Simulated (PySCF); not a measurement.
Te(H)(iPr) (C3H8Te), SMILES CC(C)[TeH].

Geometry optimised at B3LYP-D3(BJ)/def2-SVP. The def2 effective core potentials stand for the cores of Te; spin–orbit coupling is left out.

Two levels are set side by side: TDA-PBE/def2-SVPD (PySCF) and TDA-ωB97X/def2-SVPD (PySCF). Vertical, same geometry. The lowest singlet is HOMO→LUMO 99 % with PBE and HOMO→LUMO 88 % with the other functional; states are paired by order. Differences are taken from unrounded values.

```json
[
 {"quantity": "lowest singlet excitation (eV)", "TDA-ωB97X": "3.78", "TDA-PBE": "3.59", "TDA-PBE minus TDA-ωB97X": "-0.19"},
 {"quantity": "lowest triplet excitation (TDA) (eV)", "TDA-ωB97X": "3.35", "TDA-PBE": "3.12", "TDA-PBE minus TDA-ωB97X": "-0.23"},
 {"quantity": "first bright state (f over 0.05) (eV)", "TDA-ωB97X": "6.50", "TDA-PBE": "6.09", "TDA-PBE minus TDA-ωB97X": "-0.41"},
 {"quantity": "its oscillator strength", "TDA-ωB97X": "0.22", "TDA-PBE": "0.15", "TDA-PBE minus TDA-ωB97X": "-0.07"}
]
```

Functionals without exact exchange tend to place singlet excitations lower, as here. Differences between two approximate levels are no errors against the true value.

Rough cost on one machine, each run with all the roots and properties that it gave: TDA-ωB97X against TDA-PBE about 4 times.
